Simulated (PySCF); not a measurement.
C²⁺ (carbon, charge +2) across methods

[He] 2p2, high-spin 3P determinant (an excited configuration). All numbers are calculated (PySCF 2.14, no relativity, point nucleus, in aug-cc-pVDZ (4s3p2d, 23 functions)).

```tsv
method	E (hartree)	mean ε 1s α (eV)	mean ε 1s β (eV)	mean ε 2p α (eV)	Σ⟨r²⟩ (bohr²)	⟨S²⟩
wB97X-V	-35.9614	-317.82	-316.82	-36.945	4.489	2.000
wB97M-V	-35.9718	-319.85	-318.72	-36.827	4.508	2.000
PBE0	-35.9247	-316.74	-315.35	-34.506	4.469	2.000
LDA	-35.6043	-304.70	-303.35	-32.697	4.471	2.000
TPSSh	-35.9774	-313.80	-312.42	-33.606	4.454	2.000
revPBE	-35.9818	-307.98	-306.80	-32.916	4.468	2.000
PBE	-35.9320	-307.74	-306.44	-32.906	4.466	2.000
r2SCAN	-35.9566	-311.64	-310.30	-33.295	4.430	2.000
```

Estimate the same row for UHF.

E (hartree) = -35.83346; mean ε 1s α (eV) = -342.98; mean ε 1s β (eV) = -341.30; mean ε 2p α (eV) = -38.863; Σ⟨r²⟩ (bohr²) = 4.517; ⟨S²⟩ = 2.000.
